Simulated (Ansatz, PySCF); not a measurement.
Three-fold rotor about Si1–Ge2 in GeH4Si (SMILES [SiH3][GeH]); single points on GFN2-xTB geometries with the dihedral held.
Staggered geometry (60°) (charge 0, multiplicity 1):
```xyz
6

Si    -0.565     0.046     0.003
Ge     1.663     0.958    -0.091
H     -0.857    -0.743     1.210
H     -1.593     1.104    -0.008
H     -0.914    -0.823    -1.131
H      2.266    -0.545    -0.024
```

Correlated levels freeze the cores. Filled d and f shells under p-block atoms count as core. CBS: X⁻³ extrapolation of the correlation energy, Hartree–Fock from the larger set. MP2 and its Hartree–Fock in def2-QZVPP are density fitted. Rows in 6-31G* carry no dispersion term and start afresh at each structure (6-31G* with six Cartesian d functions); the Pople sets are all-electron and without relativity.

Run with Ansatz (a program for electronic structure) with Gaussian orbitals; PySCF for 6-31G* rows. 

Energies above the staggered point (kcal/mol):

| dihedral (°) | PBE/def2-TZVPP | B3LYP/6-31G* | MP2/CBS(def2-TZVPP, def2-QZVPP) + ΔCCSD(T)/def2-TZVPP |
|---|---|---|---|
| 0 | 0.364 | 0.391 | 0.540 |
| 20 | 0.252 | 0.277 | 0.390 |
| 40 | 0.064 | 0.075 | 0.114 |
| 60 | 0.000 | 0.000 | 0.000 |
| 80 | 0.061 | 0.069 | 0.101 |
| 100 | 0.237 | 0.259 | 0.365 |
| 120 | 0.369 | 0.397 | 0.548 |

Moments of inertia of the two ends about the bond: 5.499 and 2.648 u Å².

Question: Fit V = V₃/2 (1 − cos 3φ) + V₆/2 (1 − cos 6φ), φ counted from the staggered point, and estimate the harmonic torsional frequency.

Answer: 
V₃ is the energy at φ = 60°; at φ = 20° (mean of both sides) V = 0.25 V₃ + 0.75 V₆. The reduced moment I₁I₂/(I₁ + I₂) = 1.788 u Å² gives F = 16.8576/I = 9.431 cm⁻¹ (a rough rule where the frame isn't a symmetric top). Near the minimum V = kφ²/2 with k = (9V₃ + 36V₆)/2, and ω = √(2Fk), with 1 kcal/mol = 349.755 cm⁻¹.
- PBE/def2-TZVPP: V₃ = 0.36, V₆ = -0.038 kcal/mol, k = 334 cm⁻¹/rad², ω = 79 cm⁻¹
- B3LYP/6-31G*: V₃ = 0.39, V₆ = -0.035 kcal/mol, k = 398 cm⁻¹/rad², ω = 87 cm⁻¹
- MP2/CBS(def2-TZVPP, def2-QZVPP) + ΔCCSD(T)/def2-TZVPP: V₃ = 0.54, V₆ = -0.037 kcal/mol, k = 619 cm⁻¹/rad², ω = 108 cm⁻¹
